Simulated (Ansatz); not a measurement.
`FC[BH][GeH2][AlH2]` → Al• + B• + C• + F• + Ge• + 7 H•  (atomization)

Gas-phase electronic energies from Ansatz, PBE0-D4/def2-TZVP geometries. CBS: MP2 limit from def2 TZ/QZ plus the TZ coupled-cluster correction, frozen cores. This one scheme is used for every species, atoms too. DFT in def2-TZVPP. B3LYP here is the variant with VWN-RPA as its local correlation; programs differ in this. No spin–orbit coupling; open shells (•) take unrestricted orbitals. Spin–orbit coupling would lower the free atoms: a little for Al, B, C, F; clearly for Ge. For Ge outer-core shells are correlated without core-valence functions, so the limit isn't a true one: a few kJ/mol of doubt a bond, and 10 to 20 or more in all where bonds break to atoms. Scalar relativity is left out up to krypton. One conformer a species, not always the lowest.

`FC[BH][GeH2][AlH2]`:

Z-matrix (Å, degrees):
```
C
B 1 1.551
F 1 1.389 2 115.4
H 1 1.102 2 108.3 3 121.2
H 1 1.100 2 111.6 3 -123.7
Ge 2 2.046 1 120.2 3 172.5
H 2 1.195 1 120.2 3 -4.5
Al 6 2.484 2 107.6 1 -97.2
H 6 1.545 2 112.0 1 21.5
H 6 1.540 2 111.4 1 142.5
H 8 1.586 6 121.1 2 -103.0
H 8 1.588 6 119.0 2 75.8
```

What is ΔE at CCSD(T)/CBS? (An estimate is asked.)

The calculation gave: +3699.9 kJ/mol.

What do these levels give: r2SCAN-D4, r2SCAN, B3LYP, SCS-MP2/def2-TZVPP, HF/def2-QZVPP, MP2/CBS(def2)? (Estimate.)

Ansatz gave: r2SCAN-D4 3724.7, r2SCAN 3719.1, B3LYP 3656.3, SCS-MP2/def2-TZVPP 3634.7, HF/def2-QZVPP 2766.6, MP2/CBS(def2) 3719.3 kJ/mol.

Largest T1 diagnostic among the species: 0.018.

In def2-TZVPP, CCSD(T) changes the Hartree–Fock value by +854.5 kJ/mol (the triples alone add +44.2 kJ/mol) and MP2 by +873.9 kJ/mol; breaking electron pairs costs correlation energy, which Hartree–Fock lacks. From PBE to PBE0 (25 % exact exchange), in def2-TZVPP and without D4, ΔE moves by −37.3 kJ/mol: exact exchange takes away binding that semilocal exchange gives to molecules. The D4 term adds +36.3 kJ/mol with B3LYP and +19.3 kJ/mol with PBE0; it sums over pairs of atoms, weighted by their polarisabilities, and B3LYP, whose exchange is more repulsive, gets the larger term.

For atomizations the MP2-based limit and the directly extrapolated one differ by several kJ/mol either way, and by 10 to 25 for some Ge, Se and Sn compounds, so smaller differences from it don't rank the levels.
